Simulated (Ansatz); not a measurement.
`C[NH+](C)[AlH3-]`, relaxed with RKS PBE-D4/def2-SVP in Ansatz 0.2.0 from a rough embedded geometry. The force threshold is 0.03 eV/Å; the program also tests the step.

Total charge 0; spin multiplicity 1.

Start:

```xyz
14

C     0.953   -0.310   -1.019
N     0.329   -0.212    0.275
C    -0.721   -1.197    0.387
Al   -0.414    1.577    0.456
H     1.861    0.398   -1.093
H     1.447   -1.373   -1.143
H     0.290   -0.155   -1.881
H     0.998   -0.409    0.997
H    -1.539   -1.084   -0.401
H    -1.261   -1.146    1.384
H    -0.351   -2.247    0.301
H    -1.087    1.677    1.930
H    -1.367    1.880   -0.636
H     0.861    2.602    0.443
```

```tsv
step	energy (eV)	largest force (eV/Å)	largest move (Å)
1	-10309.6964	2.826	0.000
2	-10310.3074	1.046	0.194
3	-10310.3600	0.289	0.167
4 (rejected)	-10310.3057	0.706	0.161
5	-10310.3961	0.098	0.080
6	-10310.3988	0.116	0.056
7	-10310.3993	0.013	0.011
```

End:

```xyz
14

C     1.027   -0.341   -1.034
N     0.302   -0.214    0.247
C    -0.767   -1.223    0.399
Al   -0.430    1.720    0.518
H     1.838    0.410   -1.072
H     1.453   -1.359   -1.169
H     0.324   -0.132   -1.864
H     0.978   -0.341    1.015
H    -1.537   -1.046   -0.377
H    -1.243   -1.105    1.391
H    -0.377   -2.258    0.291
H    -1.077    1.556    1.992
H    -1.446    1.787   -0.741
H     0.957    2.546    0.404
```

Run time 11 s (4 threads of a server CPU on a shared host); peak host memory 0.15 GiB.
